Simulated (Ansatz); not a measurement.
```yaml
crystal:
  periodic: [false, false, false]
  atoms:
    - {symbol: B, position_ang: [-0.847627, 1.339099, -0.321662]}
    - {symbol: C, position_ang: [-0.854960, -0.285637, -0.102422]}
    - {symbol: Si, position_ang: [0.245519, -0.853336, 1.336139]}
    - {symbol: Si, position_ang: [0.960749, -0.506650, -0.682538]}
    - {symbol: H, position_ang: [-1.370508, 1.844701, -1.105065]}
    - {symbol: H, position_ang: [0.149325, 2.112428, 0.363150]}
    - {symbol: H, position_ang: [-1.593229, -0.749114, -0.357125]}
    - {symbol: H, position_ang: [0.037467, -2.213214, 1.791309]}
    - {symbol: H, position_ang: [0.800560, 0.000827, 2.394252]}
    - {symbol: H, position_ang: [1.742213, 0.674679, -1.280086]}
    - {symbol: H, position_ang: [0.967021, -1.531735, -1.716352]}
basis:
  gaussian: {orbitals: def2-SVP, final_grid: {core_spheres: 20, valence_spheres: 16, degree: 47}}
hamiltonian: {xc: {name: CAM-B3LYP}, dispersion: d4}
accuracy: high
relax: {f_tol: 0.001, max_steps: 3}
output: {forces: true}
```

```sh
$ ansatz run in.yaml --threads 2 --pin off --events-out ev --progress --plain --max-ram 4352MiB
```

Problem. How does Ansatz answer? (Estimate.)

Solution. The calculation gave: No converged result was reached.
```
Functional definition: CAM-B3LYP
2398 factors; integrals over basis functions are off by at most 2.2e-9 eV
536 factors; integrals over basis functions are off by at most 9.1e-10 eV
mean field evaluation 1: about -17567.0443 eV, gradient 4.2e1 eV
mean field evaluation 2: about -17565.5655 eV, gradient 4.6e1 eV
mean field evaluation 4: about -17571.4020 eV, gradient 1.1e0 eV
mean field evaluation 8: about -17571.5144 eV, gradient 4.6e-2 eV
mean field evaluation 16: about -17571.5144 eV, gradient 8.5e-6 eV
mean field -17571.51439315 eV, -645.7412435480 hartree, gradient 8.6e-8 eV, S^2 0.000000; 0 other end points of the search recorded, 0 dependent functions left out
reference -17571.51441600 eV, -645.7412443876 hartree; 23, 23 occupied and 76, 76 virtual orbitals, 2398 factors
relax step   1: F+E_penalty+E_count = -17571.74633419 eV  Δ(F+E_penalty+E_count) = +0.000e0 eV  max|allowed force component| = 9.406e0 eV/Å  Δτ_max = 0.0000 Å  (31 SCF iters, accepted)
2401 factors; integrals over basis functions are off by at most 3.1e-9 eV
536 factors; integrals over basis functions are off by at most 1.3e-9 eV
mean field -17573.48489756 eV, -645.8136582493 hartree, gradient 3.0e-8 eV, S^2 0.000000; 0 other end points of the search recorded, 0 dependent functions left out
reference -17573.48492056 eV, -645.8136590947 hartree; 23, 23 occupied and 76, 76 virtual orbitals, 2401 factors
relax step   2: F+E_penalty+E_count = -17573.71054007 eV  Δ(F+E_penalty+E_count) = -1.964e0 eV  max|allowed force component| = 1.883e0 eV/Å  Δτ_max = 0.1974 Å  (42 SCF iters, accepted)
2411 factors; integrals over basis functions are off by at most 3.4e-9 eV
537 factors; integrals over basis functions are off by at most 1.8e-9 eV
mean field -17573.50024644 eV, -645.8142223103 hartree, gradient 2.7e-8 eV, S^2 0.000000; 0 other end points of the search recorded, 0 dependent functions left out
reference -17573.50026938 eV, -645.8142231534 hartree; 23, 23 occupied and 76, 76 virtual orbitals, 2411 factors
relax step   3: F+E_penalty+E_count = -17573.72625866 eV  Δ(F+E_penalty+E_count) = -1.572e-2 eV  max|allowed force component| = 8.149e-1 eV/Å  Δτ_max = 0.1997 Å  (40 SCF iters, accepted)
Error: geometry relaxation did not converge after 3 steps: max|allowed force component| = 8.15e-1 eV/Å (threshold 1.0e-3). Raise `relax.max_steps` over both its present limit and 3, loosen `relax.f_tol`, or start from a geometry closer to equilibrium. Where this run's directory can be resumed (`checkpoint.write`), a resume goes on for up to `relax.max_steps` more
```
